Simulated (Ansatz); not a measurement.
Job for Ansatz (a quantum-chemistry and plane-wave program): U-PBE/def2-TZVPP on CoC, 2S+1 = 2, a spin state set in the input, which need not be the lowest, a point of a bond scan (R = 1.700 Å).

Ansatz 0.2 input:
```yaml
crystal:
  periodic: [false, false, false]
  atoms:
    - {symbol: Co, position_ang: [0.00000000, 0.00000000, 0.00000000]}
    - {symbol: C, position_ang: [0.00000000, 0.00000000, 1.70013700]}
basis:
  gaussian:
    orbitals: def2-TZVPP
    pivot_positions_ang: [[0.00000000, 0.00000000, 0.00000000], [0.00000000, 0.00000000, 1.70013700]]
hamiltonian:
  xc: {name: PBE}
magnetization: {spin_polarized: true, initial_magnetization: 1}
output: {forces: true, orbitals: {seedname: ./end}}
```

It printed:

```
WARN ansatz: RAYON_NUM_THREADS=1 ignored (pool sized by the plan → 1); use --threads N
Functional definition: PBE
integrals: 0.02 GiB planned
666 factors; their error is unknown
mean field: 0.26 GiB planned
mean field evaluation 1: about -38639.1710 eV, gradient 8.2e1 eV
mean field evaluation 2: about -38165.4129 eV, gradient 2.9e2 eV
mean field evaluation 4: about -38543.9355 eV, gradient 1.7e2 eV
mean field evaluation 8: about -38651.0064 eV, gradient 2.7e1 eV
mean field evaluation 16: about -38652.4122 eV, gradient 2.3e-3 eV
mean field evaluation 32: about -38651.5848 eV, gradient 1.9e1 eV
mean field evaluation 64: about -38652.3766 eV, gradient 3.4e-1 eV
mean field evaluation 96: about -38645.0609 eV, gradient 4.7e1 eV
mean field evaluation 128: about -38651.0129 eV, gradient 6.9e0 eV
mean field evaluation 160: about -38651.7098 eV, gradient 1.5e-1 eV
mean field evaluation 192: about -38652.3999 eV, gradient 9.9e-1 eV
mean field -38652.41222817 eV, -1420.4499498394 hartree, gradient 2.0e-6 eV, S^2 0.927616; 13 other end points of the search recorded, 0 dependent functions left out
the calculation of the forces begins
reference -38652.41225975 eV, -1420.4499509999 hartree; 17, 16 occupied and 78, 79 virtual orbitals, 666 factors
Total energy: -38652.41225975 eV, -1420.4499509999 hartree
Atom 0 at     0.000000     0.000000     0.000000 Å, force    -0.000000     0.000000     2.948193 eV/Å
Atom 1 at     0.000000     0.000000     1.700137 Å, force     0.000000    -0.000000    -2.948193 eV/Å
Dipole moment:     0.000000    -0.000000    -0.467481 e Å
```

The run converged. Its determinant has ⟨S²⟩ = 0.93, a mixture of spin states.

Cost: very roughly 17 core-seconds.
